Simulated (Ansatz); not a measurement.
Basis sets compared for Sr₆S₅⁺. Total charge 1; doublet. Geometry r2SCAN-D4/def2-SVP. Ansatz on 4 threads of Intel Xeon on a shared host; times are rough, and most runs start from earlier orbitals.

```xyz
11

Sr   -1.101    1.514    0.313
Sr   -2.761   -1.296   -1.195
Sr   -3.884   -0.358    2.396
Sr    1.190   -1.449    0.310
Sr    2.286    0.928   -2.151
Sr    4.377    0.744    1.114
S    -3.927    0.970   -0.010
S    -0.278   -0.221   -1.976
S    -1.467   -1.374    1.429
S     3.804   -1.063   -0.876
S     1.760    1.604    0.646
```

In the def2 sets Sr takes a core potential, while STO-3G treats all electrons; there is no spin–orbit coupling. The structure comes from a short search, and lower isomers may exist.

STO-3G and 6-31G are all-electron sets without relativity, so their totals don't compare with the def2 sets.

```tsv
level	functions	energy (Eh)	HOMO (eV)	LUMO (eV)	wall time
HF/STO-3G	177	-20561.0717	-1.76	1.56	56 s
PBE-D4/def2-SVP	228	-2174.3028	-5.24	-5.07	28 s
PBE0-D4/def2-SVP	228	-2174.4380	-5.36	-4.77	48 s
```

**Question.** Estimate the rows for HF/def2-TZVP, PBE-D4/def2-TZVP, PBE0-D4/def2-TZVP.

**Answer.** 
| level | functions | energy (Eh) | HOMO (eV) | LUMO (eV) | wall time |
| --- | --- | --- | --- | --- | --- |
| HF/def2-TZVP | 383 | -2170.4202 | -5.72 | -3.35 | 1.9 min |
| PBE-D4/def2-TZVP | 383 | -2175.0182 | -5.21 | -5.04 | 45 s |
| PBE0-D4/def2-TZVP | 383 | -2175.1408 | -5.34 | -4.73 | 1.7 min |
